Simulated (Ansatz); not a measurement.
A trace of molecular dynamics of Cl₂H₂OSn (6 atoms, charge 0, multiplicity 1).

Method: RKS PBE/def2-SVP in Ansatz.

```json
{
  "ensemble": "NVE (velocity Verlet)",
  "starting velocities drawn for": "300 K",
  "seed": "7668"
}
```

| time (fs) | T (K) | potential energy less start (eV) | conserved less start (meV/atom) |
| --- | --- | --- | --- |
| 0 | 300 | 0.000 | 0.00 |
| 4 | 297 | 0.001 | 0.00 |
| 8 | 314 | -0.007 | 0.04 |
| 12 | 458 | -0.081 | 0.06 |
| 16 | 866 | -0.292 | 0.08 |
| 20 | 1583 | -0.663 | 0.02 |
| 24 | 2143 | -0.953 | -0.04 |
| 28 | 2252 | -1.009 | -0.05 |
| 32 | 2100 | -0.931 | -0.05 |
| 36 | 1741 | -0.745 | -0.06 |
| 40 | 1136 | -0.432 | 0.01 |
| 44 | 772 | -0.244 | 0.06 |
| 48 | 889 | -0.304 | 0.06 |
| 52 | 1308 | -0.521 | 0.05 |
| 56 | 1900 | -0.827 | 0.01 |
| 60 | 2285 | -1.027 | -0.03 |
| 64 | 2200 | -0.983 | -0.06 |
| 68 | 1668 | -0.708 | -0.04 |
| 72 | 1083 | -0.405 | -0.02 |
| 76 | 770 | -0.243 | 0.03 |
| 80 | 1102 | -0.414 | 0.05 |
| 84 | 1828 | -0.790 | -0.04 |
| 88 | 2020 | -0.889 | 0.01 |
| 92 | 2127 | -0.945 | 0.00 |
| 96 | 2163 | -0.964 | -0.04 |
| 100 | 1819 | -0.786 | -0.03 |

Problem. Can this run be trusted? Judge the integration.

Solution. The conserved energy stayed within 0.089 meV per atom of its start (net change -0.031 meV per atom), so the integration is sound. The kinetic energy rose, since the run started high on the potential surface and went downhill. A run of 0.1 ps of so small a system gives no equilibrium averages. The orbitals stay closed-shell, which can raise the energy where a bond breaks towards radicals; this wasn't checked here. The time step was 0.5 fs.

Time of the run: 4.9 min on 2 threads of Arm Neoverse V1 (shared host), peak memory 0.12 GiB.
